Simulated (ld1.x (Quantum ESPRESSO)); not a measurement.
# What one change does to a pseudopotential (antimony, TM semilocal)

Sb, norm-conserving Troullier–Martins (semilocal form), made with ld1.x (Quantum ESPRESSO) 7.5 (PBE, scalar-relativistic). Core [Kr] 4d10, reference 5s1.5 5p3.5. Waves: 5s (bound): rc 1.70 bohr; 5p (bound): rc 2.25 bohr; 5d channel at 0.4 Ry: rc 2.20 bohr. Local part: the d channel. Core correction: Bessel-smoothed model core, default radius (core density twice the valence density).

All-electron outer shells of the reference configuration (PBE, scalar-relativistic, ld1.x):

```csv
shell,level (eV),outermost node (bohr),outermost maximum (bohr)
4p,-102.53,0.39,0.76
4d,-34.22,0.38,0.84
5s,-13.24,0.95,1.88
5p,-5.12,1.04,2.32
```

Change: form changed from semilocal to separable (Kleinman–Bylander), still TM; local potential all-electron potential smoothed inside 1.80 bohr (lloc = -1).

Cutoffs: the cutoffs (Ry, on a coarse ladder) from which the occupation-weighted sum of valence levels, in a spherical-Bessel basis at the reference potential, stays within 10 and 1 mRy of its value at 400 Ry; they do not see the model core or the augmentation charge, which bear on the density cutoff. Errors are all-electron minus pseudo energies relative to the spin-unpolarised reference configuration.

Question: Predict the effect on cutoff, ghosts and configuration errors.

Answer: The potential gets neither clearly harder nor softer (25 Ry and 55 Ry → 30 Ry and 50 Ry); a bound ghost appears in s, which as a rule spoils a file; the number of tests that count goes from 7 to 5; of the 5 tests that both files solve, the error grows in 3 and shrinks in 1 by more than 15 % and 0.3 meV (median size 4.7 → 5.7 meV); the range in which the s phases agree widens (upper end 2.4 → 3.9); the range in which the p phases agree narrows (upper end 3.6 → 1.6). In the semilocal form every listed channel keeps its own potential, so the choice of the local channel does not act on these tests. It acts once the file is put into the separable form. A semilocal file is local in each channel, so a ghost entry of none says nothing of the separable form that plane-wave codes build from it.

| quantity | base | changed |
| --- | --- | --- |
| cutoff, loose | 25 Ry | 30 Ry |
| cutoff, tight | 55 Ry | 50 Ry |
| loose cutoff by channel (10 mRy a level) | s 21 Ry, p 10 Ry | s 25 Ry, p 6 Ry |
| bound ghosts | none | s |
| tests counted (converged, no solver errors) | 7 of 7 | 5 of 7 |
| error for 5s2 5p3, meV [ΔE -4.03 eV] | -2.8 | -5.7 |
| error for 5s2 5p2, meV [ΔE 4.29 eV] | -4.7 | -4.6 |
| error for 5s2 5p1, meV [ΔE 20.26 eV] | -25 | -41 |
| error for 5s2 5p2.5, meV [ΔE -0.77 eV] | -2.9 | -3.4 |
| error for 5s0 5p5, meV [ΔE 12.40 eV] | -32 | -27 |
| s: phases at 2.46 bohr within 0.05 rad from the reference energy up to (Ry; the scan ends near 5) | 2.4 | 3.9 |
| p: phases at 2.46 bohr within 0.05 rad from the reference energy up to (Ry; the scan ends near 5) | 3.6 | 1.6 |
| d: phases at 2.46 bohr within 0.05 rad from the reference energy up to (Ry; the scan ends near 5) | 0.9 | 0.9 |

Changed file: Tests not counted: 5s2 5p0 (solver errors, printed error -22.9 eV); 5s1 5p0 (solver errors, printed error +9.8 eV). A true bound ghost makes a file unfit for plane-wave use even where its test errors are small: the radial tests pick states by their node count and pass the ghost by. Where a test does run into it, the solver fails or the error is huge.
